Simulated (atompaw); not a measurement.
## cobalt PAW (atompaw): all-electron and pseudo phase curves

cobalt (Co), PAW, made with atompaw 4.2.0.5 (PBE, scalar-relativistic). Core [Ne], reference 3s2 3p6 3d7 4s2 4p0. Waves: 3s (bound): rc 0.90 bohr; 4s (bound): rc 1.45 bohr; 3p (bound): rc 0.95 bohr; 4p (bound, empty): rc 1.45 bohr; 3d (bound): rc 1.45 bohr; 3d channel at 0.65 Ry: rc 1.45 bohr. Local part: bessel scheme, radius 0.88 bohr. Core correction: smooth core density matched at 1.20 bohr. Augmentation charge: sinc compensation charge, radius 1.30 bohr; PAW radius 1.45 bohr; waves and projectors: custom polynom gramschmidtortho.

The phase is arctan(r·u′/u) with u = r·R(r), unwrapped; energies in Ry, scanned from -10 to 5 Ry. A pole is an energy at which the radial function vanishes at the test radius. The pseudo phase is shifted by a multiple of π to meet the all-electron one at the reference energy, and phase errors are pseudo minus all-electron; the curves can meet again beyond the range given. Levels narrower than the energy grid can be missing from the lists of poles.

For each channel, where are the poles, and over which energies does the pseudopotential scatter like the atom?

```json
{"channel": "s", "radius (bohr)": "1.45", "reference energy (Ry)": "-0.40", "poles, all-electron": "-6.90", "poles, pseudo": "-6.90", "unbroken range about the reference energy with phases within 0.05 rad": "below 3.4", "phase error 1 Ry above the reference energy (rad)": "-0.001"}
{"channel": "p", "radius (bohr)": "1.45", "reference energy (Ry)": "-0.09", "poles, all-electron": "-3.98", "poles, pseudo": "-3.98", "unbroken range about the reference energy with phases within 0.05 rad": "the whole range", "phase error 1 Ry above the reference energy (rad)": "-0.000"}
{"channel": "d", "radius (bohr)": "1.45", "reference energy (Ry)": "-0.60", "poles, all-electron": "0.70", "poles, pseudo": "0.70", "unbroken range about the reference energy with phases within 0.05 rad": "the whole range", "phase error 1 Ry above the reference energy (rad)": "+0.000"}
```

Phases in the d channel:

| E (Ry) | all-electron | pseudo |
| --- | --- | --- |
| -10.00 | 1.352 | 1.353 |
| -9.76 | 1.350 | 1.350 |
| -9.52 | 1.347 | 1.347 |
| -9.28 | 1.344 | 1.344 |
| -9.04 | 1.341 | 1.341 |
| -8.80 | 1.337 | 1.338 |
| -8.56 | 1.334 | 1.334 |
| -8.32 | 1.330 | 1.331 |
| -8.08 | 1.326 | 1.327 |
| -7.84 | 1.322 | 1.323 |
| -7.60 | 1.318 | 1.319 |
| -7.36 | 1.314 | 1.314 |
| -7.12 | 1.309 | 1.309 |
| -6.88 | 1.304 | 1.304 |
| -6.64 | 1.298 | 1.299 |
| -6.40 | 1.293 | 1.293 |
| -6.16 | 1.287 | 1.287 |
| -5.92 | 1.280 | 1.280 |
| -5.68 | 1.273 | 1.273 |
| -5.44 | 1.265 | 1.266 |
| -5.20 | 1.257 | 1.257 |
| -4.96 | 1.248 | 1.248 |
| -4.72 | 1.237 | 1.238 |
| -4.48 | 1.226 | 1.226 |
| -4.24 | 1.213 | 1.214 |
| -4.00 | 1.199 | 1.199 |
| -3.76 | 1.183 | 1.183 |
| -3.52 | 1.163 | 1.164 |
| -3.28 | 1.141 | 1.142 |
| -3.04 | 1.115 | 1.115 |
| -2.80 | 1.082 | 1.082 |
| -2.56 | 1.041 | 1.042 |
| -2.32 | 0.988 | 0.989 |
| -2.08 | 0.917 | 0.918 |
| -1.84 | 0.817 | 0.817 |
| -1.60 | 0.667 | 0.667 |
| -1.36 | 0.431 | 0.431 |
| -1.12 | 0.063 | 0.063 |
| -0.88 | -0.409 | -0.409 |
| -0.64 | -0.826 | -0.826 |
| -0.40 | -1.104 | -1.104 |
| -0.16 | -1.281 | -1.281 |
| 0.08 | -1.397 | -1.397 |
| 0.32 | -1.480 | -1.480 |
| 0.56 | -1.541 | -1.541 |
| 0.80 | -1.589 | -1.589 |
| 1.04 | -1.628 | -1.628 |
| 1.28 | -1.661 | -1.661 |
| 1.52 | -1.691 | -1.691 |
| 1.76 | -1.717 | -1.717 |
| 2.00 | -1.741 | -1.741 |
| 2.24 | -1.764 | -1.764 |
| 2.48 | -1.787 | -1.786 |
| 2.72 | -1.809 | -1.808 |
| 2.96 | -1.831 | -1.830 |
| 3.20 | -1.853 | -1.853 |
| 3.44 | -1.877 | -1.876 |
| 3.68 | -1.902 | -1.900 |
| 3.92 | -1.928 | -1.925 |
| 4.16 | -1.956 | -1.953 |
| 4.40 | -1.988 | -1.983 |
| 4.64 | -2.022 | -2.016 |
| 4.88 | -2.061 | -2.053 |
